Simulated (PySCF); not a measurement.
Si(H)2(Me)(NCO) (C₂H₅NOSi), SMILES C[SiH2]N=C=O. Atoms are numbered in the order given.

```xyz
10

Si    -0.5999    -1.0938     0.0000
C      0.9598    -2.1186     0.0000
N     -0.1913     0.5849     0.0000
C      0.0661     1.7527     0.0000
O      0.3225     2.8932     0.0000
H     -1.4223    -1.3654    -1.2150
H     -1.4223    -1.3654     1.2150
H      0.7127    -3.1918     0.0000
H      1.5674    -1.9044    -0.8922
H      1.5674    -1.9044     0.8922
```
Charge 0, spin multiplicity 1.

Geometry: PBE0-D3(BJ)/def2-SVP. The values are those of a single conformer.

Method: PySCF with PBE/pcSseg-1.

GIAO shieldings, no solvent; atoms alike by connectivity are averaged. δ = σ(ref) − σ: ²⁹Si against TMS (σ = 335.4 ppm); ¹³C against TMS (σ = 182.0 ppm); ¹⁵N against NH3 (σ = 267.0 ppm); ¹⁷O against H2O (σ = 334.3 ppm); ¹H against TMS (σ = 31.49 ppm), references at their B3LYP-D3(BJ)/def2-TZVP geometries, non-relativistic.

Computed chemical shifts:
| nucleus | atoms | count | δ (ppm) |
|---|---|---|---|
| ²⁹Si | Si1 | 1 | -45.9 |
| ¹³C | C4 | 1 | 123.9 |
| ¹³C | C2 | 1 | -0.3 |
| ¹⁵N | N3 | 1 | 43.4 |
| ¹⁷O | O5 | 1 | 146.8 |
| ¹H | H6, H7 | 2 | 5.31 |
| ¹H | H8, H9, H10 | 3 | 0.66 |
